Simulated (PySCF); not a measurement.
An EPR job on `[CH2]c1ccc(C(F)F)s1` [radical].

Computed with UKS B3LYP, pcH-1 on C F H S, non-relativistic, mean-field spin-orbit, GIAO (PySCF 2.14.0). Geometry: GFN2-xTB. The input is one job of a driver script: a line of settings, then coordinates in Å.

Command:
```bash
OMP_NUM_THREADS=1 python probes_run.py task.json out
```

Input:
```
{"job": {"kind": "epr", "basis": "pcH-1"}, "charge": 0, "multiplicity": 2}
C     -2.743930     0.841267    -0.074683
C     -1.471639     0.381710     0.005295
C     -0.991955    -0.786685     0.645385
C      0.371351    -0.961261     0.529488
C      0.995844     0.042464    -0.188997
C      2.445632     0.150012    -0.489289
F      3.190660     0.144287     0.650545
F      2.887643    -0.919640    -1.207916
S     -0.116545     1.242685    -0.742504
H     -3.548580     0.299251     0.388059
H     -2.983889     1.749465    -0.594992
H     -1.652805    -1.457467     1.162081
H      0.919342    -1.786821     0.948850
H      2.698194     1.060261    -1.053488
```

Task: Give the output.

Result: 
```
UKS, coarse grid
  cycle   1  E = -829.38434218  |g| = 5.69e-01
  cycle   2  E = -829.21602435  |g| = 9.04e-01
  cycle   3  E = -829.48988420  |g| = 1.08e-01
  cycle   4  E = -829.49361988  |g| = 7.63e-02
  cycle   5  E = -829.49675205  |g| = 1.62e-02
  cycle   6  E = -829.49693129  |g| = 7.42e-03
  cycle   7  E = -829.49698912  |g| = 4.53e-03
  cycle   8  E = -829.49701016  |g| = 2.10e-03
  cycle   9  E = -829.49701440  |g| = 8.07e-04
UKS, final grid
  cycle   1  E = -829.49708515  |g| = 1.18e-03
  cycle   2  E = -829.49708388  |g| = 1.98e-03
  cycle   3  E = -829.49708584  |g| = 1.71e-04
  cycle   4  E = -829.49708586  |g| = 4.12e-05
  cycle   5  E = -829.49708586  |g| = 2.89e-05
E = -829.49708586 Eh   <S^2> = 0.7812 (exact 0.7500)
g shifts (ppm)      1          2          3
  rmc          -168       -168       -168
  gc             10         47         43
  oz_so         -31        184       3164
  total        -189         64       3039
hyperfine (MHz)  atom isotope    a_iso     a_fc   dipolar eigenvalues
    0   13C      48.67      48.77    -47.33    -46.18     93.51
    1   13C     -41.56     -41.52    -24.28      9.54     14.74
    2   13C      32.68      32.72    -27.89    -27.48     55.37
    3   13C     -28.30     -28.31    -19.37      8.73     10.64
    4   13C      38.02      37.84    -33.12    -32.03     65.15
    5   13C     -13.48     -13.48     -1.43      0.36      1.08
    6   19F      64.56      64.57    -29.93    -27.39     57.32
    7   19F      70.23      70.22    -31.15    -28.65     59.79
    8   33S       3.71       3.87    -11.86     -7.94     19.80
    9    1H     -37.32     -37.33    -21.23     -0.94     22.17
   10    1H     -37.82     -37.81    -21.95     -0.63     22.58
   11    1H     -23.01     -23.01    -11.75     -1.49     13.24
   12    1H       7.67       7.67     -3.00     -1.01      4.00
   13    1H      -0.55      -0.55     -2.57     -1.79      4.36
```

rmc, gc and oz_so are the mass-correction, gauge-correction and orbital-Zeeman/spin–orbit parts of the g shift along its three principal axes; a_iso is the isotropic hyperfine coupling and a_fc its Fermi-contact part. Atoms in this output count from 0.

Task: Get g_iso from the total shifts.

Result: Their mean is 971 ppm; added to g_e = 2.002319 it gives 2.00329.

Task: How far is ⟨S²⟩ from the pure-spin value?

Result: S = 0.5 gives S(S+1) = 0.75; the run has 0.7812, 0.0312 more.

Main results: ⟨S²⟩ 0.781; g_iso 2.0033.

The structure is a single GFN2-xTB conformer in the gas phase; no vibrational or solvent corrections.

Task: How long does this job take on one thread of an Arm Neoverse N1 (shared host)? And the peak memory of the process?

Result: About 2.5 min (density and orbital grids were written too), with 0.97 GiB resident at the peak, the Python interpreter and its libraries included.
Labels such as C1 count atoms from 1, the log's own numbers from 0.
